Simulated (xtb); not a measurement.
phosphoric acid (H3O4P), singlet, from a rough starting geometry; GFN2-xTB (xtb).

The xtb input:
```
$ xtb mol.xyz --gfn 2 --opt vtight --json

# file mol.xyz
8

O      0.52392200     0.08614066     1.48769664
P      0.07303593    -0.01942143    -0.07185826
O      1.16835468    -0.01387572    -1.04771932
O     -0.88375878    -1.26713107    -0.09632670
O     -0.88559146     1.20880846    -0.22922036
H      1.30181838     0.61553335     1.54065858
H     -0.31126463    -2.07068721    -0.31651315
H     -0.96845756     1.40966641    -1.17782891
```

Task: Predict the main parts of the log of this xtb run.

Result: 
```
   ID    Z sym.   atoms
    1    8 O      1, 3-5
    2   15 P      2
    3    1 H      6-8

           -------------------------------------------------
          |                Calculation Setup                |
           -------------------------------------------------

           -------------------------------------------------
          |                 G F N 2 - x T B                 |
           -------------------------------------------------

          ...................................................
          :                      SETUP                      :
          :.................................................:
          :  # basis functions                  29          :
          :  # atomic orbitals                  28          :
          :  # shells                           14          :
          :  # electrons                        32          :
          :  max. iterations                   250          :
          :  Hamiltonian                  GFN2-xTB          :
          :  restarted?                      false          :
          :  GBSA solvation                  false          :
          :  PC potential                    false          :
          :  electronic temp.          300.0000000     K    :
          :  accuracy                    1.0000000          :
          :  -> integral cutoff          0.2500000E+02      :
          :  -> integral neglect         0.1000000E-07      :
          :  -> SCF convergence          0.1000000E-05 Eh   :
          :  -> wf. convergence          0.1000000E-03 e    :
          :  Broyden damping             0.4000000          :
          :  net charge                          0          :
          :  unpaired electrons                  0          :
          ...................................................

 iter      E             dE          RMSdq      gap      omega  full diag
   1    -20.5012988 -0.205013E+02  0.917E+00   12.12       0.0  T
   2    -20.5461999 -0.449010E-01  0.529E+00   10.99       1.0  T
   3    -20.5585276 -0.123278E-01  0.144E+00   10.18       1.0  T
   4    -20.5601709 -0.164324E-02  0.680E-01   10.41       1.0  T
   5    -20.5603192 -0.148323E-03  0.229E-01   10.33       1.0  T
   6    -20.5602502  0.689921E-04  0.269E-01   10.48       1.0  T
   7    -20.5603787 -0.128539E-03  0.614E-02   10.38       1.0  T
   8    -20.5603847 -0.598310E-05  0.624E-03   10.40       5.7  T
   9    -20.5603847 -0.140561E-07  0.310E-03   10.40      11.4  T
[...]
 * total energy  :   -20.4582051 Eh     change       -0.7843269E-03 Eh
 * total energy  :   -20.4583434 Eh     change       -0.1383355E-03 Eh
 * total energy  :   -20.4584171 Eh     change       -0.7365176E-04 Eh
 * total energy  :   -20.4584239 Eh     change       -0.6759494E-05 Eh
 * total energy  :   -20.4584270 Eh     change       -0.3124785E-05 Eh
 * total energy  :   -20.4584277 Eh     change       -0.7412378E-06 Eh
 * total energy  :   -20.4584285 Eh     change       -0.7470220E-06 Eh
 * total energy  :   -20.4584289 Eh     change       -0.4447851E-06 Eh
 * total energy  :   -20.4584296 Eh     change       -0.7373723E-06 Eh
 * total energy  :   -20.4584301 Eh     change       -0.4594401E-06 Eh
 * total energy  :   -20.4584303 Eh     change       -0.2023213E-06 Eh
 * total energy  :   -20.4584304 Eh     change       -0.6063949E-07 Eh
   *** GEOMETRY OPTIMIZATION CONVERGED AFTER 14 ITERATIONS ***
         :: total energy             -20.458430370675 Eh    ::
[...]

     #   Z          covCN         q      C6AA      α(0)
     1   8 O        1.614    -0.400    20.863     6.165
     2  15 P        3.571     0.659   134.163    20.807
     3   8 O        0.808    -0.515    24.151     6.588
     4   8 O        1.614    -0.400    20.863     6.165
     5   8 O        1.614    -0.400    20.863     6.165
     6   1 H        0.919     0.352     0.574     1.185
     7   1 H        0.919     0.352     0.574     1.185
     8   1 H        0.919     0.352     0.574     1.185

 Mol. C6AA /au·bohr⁶  :       1033.657063
 Mol. C8AA /au·bohr⁸  :      30928.044907
 Mol. α(0) /au        :         49.444145

Wiberg/Mayer (AO) data.
largest (>0.10) Wiberg bond orders for each atom

 ---------------------------------------------------------------------------
     #   Z sym  total        # sym  WBO       # sym  WBO       # sym  WBO
 ---------------------------------------------------------------------------
     1   8 O    2.229 --     2 P    1.219     6 H    0.848
     2  15 P    5.520 --     3 O    1.816     5 O    1.219     1 O    1.219
                             4 O    1.219
     3   8 O    2.047 --     2 P    1.816
     4   8 O    2.229 --     2 P    1.219     7 H    0.848
     5   8 O    2.229 --     2 P    1.219     8 H    0.848
     6   1 H    0.876 --     1 O    0.848
     7   1 H    0.876 --     4 O    0.848
     8   1 H    0.876 --     5 O    0.848
 ---------------------------------------------------------------------------

Topologies differ in total number of bonds
Writing topology from bond orders to xtbtopo.mol

molecular dipole:
                 x           y           z       tot (Debye)
 q only:       -0.155       0.004       0.135
   full:       -0.132       0.003       0.116       0.447
molecular quadrupole (traceless):
                xx          xy          yy          xz          yz          zz
 q only:       -3.570       0.204       4.922       7.298      -0.185      -1.352
  q+dip:       -4.055       0.231       5.593       8.293      -0.210      -1.538
   full:       -4.551       0.259       6.277       9.308      -0.235      -1.727

optimized geometry written to: xtbopt.xyz

           -------------------------------------------------
          | TOTAL ENERGY              -20.458430370675 Eh   |
          | GRADIENT NORM               0.000091076793 Eh/α |
          | HOMO-LUMO GAP              11.016734167926 eV   |
           -------------------------------------------------

normal termination of xtb
```
